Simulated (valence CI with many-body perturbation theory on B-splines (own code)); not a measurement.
# Sb¹¹⁺: E2, M1 decay

Method: relativistic CI+MBPT: four valence electrons over a frozen Dirac-Fock core [Kr], radial functions for each j: 7 s, 7 p, 8 d, 6 f, 4 g, 1 h, with the one-electron correlation potential Σ1, the two-electron term Σ2, the three-electron term Σ3, Breit, model QED; selected CI, second order for the rest, scaled by the run's own slope (own B-spline code, finite nucleus).

No measured levels were compared; by estimate terms of the open shell hold to 2 to 4 % of their energy, and close levels can change places. Excitations out of the core, of the other parity, are not computed and may begin above about 54.4 eV (a cautious bound); beyond it only levels of the ground parity were kept, without lifetimes.

Lines 51 to 100 of 120 in falling wavelength, among levels below 438830 cm⁻¹, chosen from the decays that carry over 1 % of a level's rate. Wavelengths and rates use the calculated energies, so an error of 2000 cm⁻¹ moves a line at 462.8 nm by 9.3 % and its rate by three times that or more. Electric multipoles are in the length gauge, E1 and E2 with the static RPA response of the core. S is in atomic units (e²a₀⁴ for E2 and M2, e²a₀⁶ for E3), for M1 in squared Bohr magnetons. Weak lines are less certain than strong ones. Lines between different terms over intervals too small for the method are left out, as are lines whose strength nearly cancels. Where a level lies close to another of its J and parity, the split of strength between their lines is uncertain.

Names give the largest LS component (configuration and term), which can be under half, so a name can repeat, a term be missing and a line seem to break the LS rules; names also repeat where a configuration has a term twice. Letters in brackets count levels of one name in rising energy.

| λ vac (nm) | Upper | Lower | Type | A (s⁻¹) | S (a.u.) |
| --- | --- | --- | --- | --- | --- |
| 462.8 | 4d⁴ ³H_5 | 4d⁴ ⁵D_4 | M1 | 2.42e+00 | 9.79e-02 |
| 445.3 | 4d⁴ ¹D_2 [a] | 4d⁴ ³P_2 [a] | M1 | 1.61e+01 | 2.64e-01 |
| 436.8 | 4d⁴ ³F_3 [b] | 4d⁴ ¹G_4 [a] | M1 | 1.97e+01 | 4.25e-01 |
| 407.8 | 4d⁴ ³P_2 [c] | 4d⁴ ³P_2 [b] | M1 | 2.30e+01 | 2.88e-01 |
| 398.1 | 4d⁴ ³G_3 | 4d⁴ ⁵D_3 | M1 | 3.10e+01 | 5.07e-01 |
| 394.4 | 4d⁴ ³P_0 [a] | 4d⁴ ⁵D_1 | M1 | 2.03e+02 | 4.63e-01 |
| 387.0 | 4d⁴ ¹F_3 | 4d⁴ ³P_2 [a] | M1 | 1.41e+01 | 2.12e-01 |
| 386.8 | 4d⁴ ¹F_3 | 4d⁴ ³G_4 [b] | M1 | 6.95e+00 | 1.04e-01 |
| 365.7 | 4d⁴ ³F_2 [a] | 4d⁴ ⁵D_3 | M1 | 1.58e+00 | 1.43e-02 |
| 355.6 | 4d⁴ ¹G_4 [a] | 4d⁴ ³H_5 | M1 | 1.33e+01 | 1.99e-01 |
| 355.1 | 4d⁴ ¹G_4 [a] | 4d⁴ ³G_3 | M1 | 1.32e+00 | 1.97e-02 |
| 353.9 | 4d⁴ ³G_4 [a] | 4d⁴ ⁵D_4 | M1 | 2.69e+01 | 3.98e-01 |
| 348.5 | 4d⁴ ³F_2 [b] | 4d⁴ ³D_1 | M1 | 2.79e+01 | 2.19e-01 |
| 346.1 | 4d⁴ ³D_1 | 4d⁴ ³P_0 [a] | M1 | 4.59e+01 | 2.11e-01 |
| 346.0 | 4d⁴ ¹S_0 [a] | 4d⁴ ³P_1 [a] | M1 | 1.85e+02 | 2.84e-01 |
| 343.6 | 4d⁴ ³G_3 | 4d⁴ ⁵D_2 | M1 | 1.66e+01 | 1.74e-01 |
| 340.7 | 4d⁴ ¹F_3 | 4d⁴ ³G_4 [a] | M1 | 9.49e+00 | 9.74e-02 |
| 334.5 | 4d⁴ ³F_2 [b] | 4d⁴ ³P_2 [b] | M1 | 2.80e+01 | 1.94e-01 |
| 328.6 | 4d⁴ ¹D_2 [a] | 4d⁴ ³F_2 [a] | M1 | 1.45e+01 | 9.56e-02 |
| 324.5 | 4d⁴ ³P_1 [a] | 4d⁴ ⁵D_2 | M1 | 1.31e+02 | 4.96e-01 |
| 323.1 | 4d⁴ ¹D_2 [a] | 4d⁴ ³P_1 [a] | M1 | 1.25e+01 | 7.79e-02 |
| 319.2 | 4d⁴ ³F_2 [a] | 4d⁴ ⁵D_2 | M1 | 3.57e+01 | 2.15e-01 |
| 318.5 | 4d⁴ ³F_4 | 4d⁴ ³G_5 | M1 | 2.14e+01 | 2.31e-01 |
| 314.9 | 4d⁴ ³G_4 [b] | 4d⁴ ⁵D_4 | M1 | 2.73e+01 | 2.84e-01 |
| 314.3 | 4d⁴ ³G_4 [a] | 4d⁴ ⁵D_3 | M1 | 8.23e+00 | 8.53e-02 |
| 310.9 | 4d⁴ ³F_4 | 4d⁴ ³D_3 | M1 | 4.62e+01 | 4.64e-01 |
| 306.2 | 4d⁴ ¹D_2 [a] | 4d⁴ ³G_3 | M1 | 3.53e+01 | 1.88e-01 |
| 297.1 | 4d⁴ ³F_3 [a] | 4d⁴ ⁵D_4 | M1 | 1.74e+01 | 1.19e-01 |
| 290.1 | 4d⁴ ¹G_4 [a] | 4d⁴ ³H_4 | M1 | 7.25e+00 | 5.91e-02 |
| 283.2 | 4d⁴ ³G_4 [b] | 4d⁴ ⁵D_3 | M1 | 1.72e+01 | 1.30e-01 |
| 283.1 | 4d⁴ ³P_2 [a] | 4d⁴ ⁵D_3 | M1 | 1.51e+01 | 6.35e-02 |
| 282.8 | 4d⁴ ³F_4 | 4d⁴ ³F_3 [a] | M1 | 1.37e+01 | 1.04e-01 |
| 281.0 | 4d⁴ ³F_2 [a] | 4d⁴ ⁵D_1 | M1 | 3.42e+01 | 1.41e-01 |
| 277.4 | 4d⁴ ¹F_3 | 4d⁴ ³G_3 | M1 | 1.86e+01 | 1.03e-01 |
| 271.4 | 4d⁴ ³D_3 | 4d⁴ ⁵D_4 | M1 | 2.88e+01 | 1.49e-01 |
| 268.8 | 4d⁴ ³F_3 [a] | 4d⁴ ⁵D_3 | M1 | 2.12e+01 | 1.07e-01 |
| 268.4 | 4d⁴ ³F_4 | 4d⁴ ³G_4 [b] | M1 | 7.48e+00 | 4.82e-02 |
| 266.8 | 4d⁴ ³F_2 [b] | 4d⁴ ³F_3 [a] | M1 | 8.16e+01 | 2.87e-01 |
| 265.8 | 4d⁴ ³G_5 | 4d⁴ ⁵D_4 | M1 | 3.10e+00 | 2.37e-02 |
| 254.4 | 4d⁴ ³P_2 [a] | 4d⁴ ⁵D_2 | M1 | 5.19e-01 | 1.58e-03 |
| 254.0 | 4d⁴ ³F_2 [b] | 4d⁴ ³P_2 [a] | M1 | 9.85e+00 | 2.99e-02 |
| 247.5 | 4d⁴ ³D_3 | 4d⁴ ⁵D_3 | M1 | 1.89e+01 | 7.42e-02 |
| 245.4 | 4d⁴ ³F_4 | 4d⁴ ³G_4 [a] | M1 | 6.44e+01 | 3.17e-01 |
| 242.8 | 4d⁴ ³F_3 [a] | 4d⁴ ⁵D_2 | M1 | 7.61e+00 | 2.82e-02 |
| 236.1 | 4d⁴ ¹F_3 | 4d⁴ ³H_4 | M1 | 1.26e+01 | 4.31e-02 |
| 235.3 | 4d⁴ ³P_2 [c] | 4d⁴ ³P_1 [a] | M1 | 2.09e+01 | 5.06e-02 |
| 229.5 | 4d⁴ ³P_2 [a] | 4d⁴ ⁵D_1 | M1 | 6.60e+00 | 1.48e-02 |
| 226.6 | 4d⁴ ³F_4 | 4d⁴ ³H_6 | E2 | 2.74e+00 | 1.32e+00 |
| 226.2 | 4d⁴ ³P_2 [c] | 4d⁴ ³G_3 | M1 | 1.33e+01 | 2.86e-02 |
| 225.3 | 4d⁴ ³D_3 | 4d⁴ ⁵D_2 | M1 | 3.17e+01 | 9.40e-02 |
